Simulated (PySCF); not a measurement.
**C6H8N: g tensor and hyperfine couplings**

Compound: C6H8N (doublet state).
Cartesian coordinates in Å at the GFN2-xTB level; atoms count from 1:
```xyz
15
C6H8N angstrom
C     -1.8806    1.1219   -0.2879
C     -1.7967   -0.2506   -0.0809
N     -2.6237   -1.0259   -0.7108
C     -0.7231   -0.7511    0.8781
C      0.5868   -0.3288    0.4202
C      1.6530    0.0257    0.0025
C      2.9487    0.4449   -0.4863
H     -2.6343    1.5128   -0.9458
H     -1.2051    1.8010    0.1990
H     -2.5131   -2.0166   -0.5075
H     -0.7537   -1.8434    0.9450
H     -0.9111   -0.3391    1.8747
H      3.2034    1.4243   -0.0812
H      3.7123   -0.2716   -0.1833
H      2.9327    0.5046   -1.5746
```

The hyperfine couplings belong to this conformer and change with its torsions.

Identity: `C(C#CC)/C([CH2])=N\[H]` [radical].

Level of theory: UKS B3LYP, pcH-1 on C H N, non-relativistic, mean-field spin-orbit, GIAO in PySCF. Geometry: GFN2-xTB, one conformer, isolated molecule. A GFN2-xTB geometry isn't a minimum of the functional, and hyperfine couplings can be far from their values at a DFT geometry. The SCF solution wasn't tested for stability. ⟨S²⟩ is 0.774 where a pure state has 0.75.

- g1, g2, g3: 2.00217, 2.00307, 2.00492
- g_iso: 2.00339
- Form of g: rhombic: the two nearest values differ by 33 % of g3 − g1
- ⟨S²⟩: 0.7737 (exact 0.7500)

Hyperfine couplings atom by atom, in MHz; T1 to T3 are the principal values of the dipolar part:

```
atom  isotope  a_iso     T1     T2     T3  Mulliken spin population
  C1      13C   63.5  -62.4  -61.0  123.4                      0.82
  C2      13C  -49.4  -27.2   10.5   16.6                     -0.21
  N3      14N   15.6  -21.7  -20.7   42.4                      0.47
  C4      13C    2.0   -0.7   -0.4    1.2                      0.01
  C5      13C   -8.2   -0.8   -0.4    1.2                     -0.01
  C6      13C    0.6   -1.2   -0.8    2.0                      0.01
  C7      13C   -0.4   -0.2   -0.1    0.3                      0.00
  H8       1H  -49.0  -27.0   -2.2   29.1                     -0.04
  H9       1H  -49.9  -30.2   -1.1   31.4                     -0.03
 H10       1H  -31.9  -26.8   -4.7   31.5                     -0.02
 H11       1H   -1.6   -2.0   -1.2    3.2                      0.00
 H12       1H  -11.8   -2.5   -1.7    4.1                      0.00
 H13       1H    0.6   -0.5   -0.5    1.0                      0.00
 H14       1H    1.5   -0.4   -0.4    0.8                      0.00
 H15       1H    0.3   -0.5   -0.5    1.1                      0.00
```

The largest Mulliken spin populations are on C1 (+0.82), N3 (+0.47) and C2 (-0.21). The angles at C1 add up to 360.0°, so it is planar; its axial dipolar tensor and the negative couplings of its protons fit spin in a p orbital normal to that plane.

Axes: g2 points within 7° of the C2–C4 bond.

Under fast tumbling the dipolar parts average out, and these isotropic splittings remain: 1 × 1H (H9, I = 1/2, 2 lines) with 1.78 mT, 1 × 1H (H8, I = 1/2, 2 lines) with 1.75 mT, 1 × 1H (H10, I = 1/2, 2 lines) with 1.14 mT, 1 × 14N (N3, I = 1, 3 lines) with 0.55 mT and 2 × 1H (H11/H12, I = 1/2, 3 lines) with 0.24 mT.

Class means assume fast exchange of nuclei equivalent by connectivity; if that motion is slow, each nucleus keeps its own coupling. H8 and H9 aren't averaged: C1 is flat or nearly so (angle sum 360°), and its turn about the short C1–C2 bond (1.39 Å) is taken as slow. The 1H value of -6.7 MHz is a mean of couplings from -11.8 to -1.6 MHz in this one geometry, not an average over conformers.

The 13C coupling of C1 (63.5 MHz) shows only in satellite lines or after enrichment, since that isotope makes up about 1.07 % of natural carbon.

The spin density at the nucleus, in bohr⁻³, is negative for C2 (-0.0440), H9 (-0.0112) and H8 (-0.0110), for instance. A restricted open-shell determinant has no negative spin density anywhere; here it arises because α and β orbitals differ (spin polarisation).
